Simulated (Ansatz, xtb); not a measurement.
# Ranking isomers of C4H3BCl2

6 gas-phase structures of C4H3BCl2, from a drawn sample of its isomers (lower ones may exist). Each was relaxed with GFN2-xTB:

A. `ClB1C=CC=C1Cl`, a singlet
B. `ClB1C=CC(Cl)=C1`, a singlet
C. `ClC1=CBC=C1Cl`, a singlet
D. `ClC1=CC=C(Cl)B1`, a singlet
E. `ClC1=C(Cl)C=CB1`, a singlet
F. `ClC1=CC(Cl)=CB1`, a singlet

**Question.** Estimate their order in r2SCAN-D4/def2-SVP energy at these geometries, lowest first.

**Answer.** Calculated order at r2SCAN-D4/def2-SVP: B (0.0), A (3.6), C (37.5), F (39.0), E (41.3), D (44.2) kcal/mol.

Energies above the lowest of each column, in kcal/mol; the last columns are at PBE0-D3(BJ)/def2-SVP geometries and were run for some of them only (a dash: not run or not comparable):

```csv
structure,GFN2-xTB,HF/STO-3G,r2SCAN-D4/def2-SVP,PBE0-D3(BJ)/def2-SVP,CCSD(T)/def2-SVP + ΔMP2/def2-TZVPP
B,0.0,0.0,0.0,0.0,0.0
A,2.3,1.8,3.6,3.2,3.1
C,19.7,34.7,37.5,–,–
F,20.6,34.4,39.0,–,–
E,22.5,34.9,41.3,–,–
D,23.9,33.6,44.2,–,–
```

Every level run on B puts it lowest or level with the lowest. Frequencies (GFN2-xTB) were run for A, B alone. ΔMP2 is the change of the MP2 energy from the smaller to the larger basis.

Over these structures GFN2-xTB departs from r2SCAN-D4/def2-SVP by 8.1 kcal/mol on average once a common shift is removed. A GFN2-xTB relaxation took about 0.07 s and the r2SCAN-D4/def2-SVP energy about 1.4 s on a shared host (Ansatz 0.2.0, xtb 6.7.1).
